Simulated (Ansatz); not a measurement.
## Counterpoise correction, worked out

The pair of Cl⁻ (SMILES [Cl-], atom 1) and NH3 (SMILES N, atoms 2–5), both closed shells, in one local arrangement (a lower one may exist), relaxed at PBE0-D4/def2-TZVPD:

```
5
angstrom
Cl 0.2505 -0.2506 -2.5268
N 0.0361 -0.1687 0.8177
H 0.5025 0.7168 0.9895
H 0.1653 -0.3307 -0.1932
H -0.9545 0.0333 0.9128
```

Program: Ansatz 0.2.0. Basis: def2-TZVPPD. Cores are frozen in the correlated methods.

CCSD(T) total energies in eV:

| system | geometry | basis functions | energy |
| --- | --- | --- | --- |
| pair | pair | all | -14048.85012 |
| Cl⁻ | as in the pair | all (partner as ghosts) | -12511.63787 |
| NH3 | as in the pair | all (partner as ghosts) | -1536.85482 |
| Cl⁻ | as in the pair | its own | -12511.60949 |
| NH3 | as in the pair | its own | -1536.85109 |
| Cl⁻ | free (PBE0-D4 minimum) | its own | -12511.60949 |
| NH3 | free (PBE0-D4 minimum) | its own | -1536.86074 |

Work out the interaction energy with and without the counterpoise correction, the superposition error, and the binding energy from the relaxed fragments.

Without correction: -14048.85012 − (-12511.60949) − (-1536.85109) = -0.38954 eV.
With correction (each fragment in the whole basis): -14048.85012 − (-12511.63787) − (-1536.85482) = -0.35743 eV = -8.24 kcal/mol.
The superposition error is the difference, 0.03211 eV, 8 % of the uncorrected value: each fragment borrows its partner's functions.
Deformation from the free shapes: 0.00000 eV for Cl⁻ and 0.00965 eV for NH3.
Binding energy from relaxed fragments: -0.35743 + 0.00000 + 0.00965 = -0.34778 eV = -8.02 kcal/mol (electronic, without zero-point energy; negative means bound). For comparison, the corrected interaction energy by CCSD(T) at an estimated basis limit (MP2 extrapolated from triple and quadruple zeta, plus CCSD(T) − MP2 in triple zeta) is -0.386 eV; triple zeta with the correction binds less.

The T1 diagnostic stays at or below 0.009.

For scale, one of the runs: CCSD(T)/def2-TZVPPD, 139 basis functions, launched by `ansatz run in.yaml --threads 2 --pin off --events-out ev --progress --plain --max-ram 5222MiB`. Hardware: 2 CPU threads of an Arm Neoverse V2, shared host. Wall time 7 s; peak host memory 0.74 GiB.
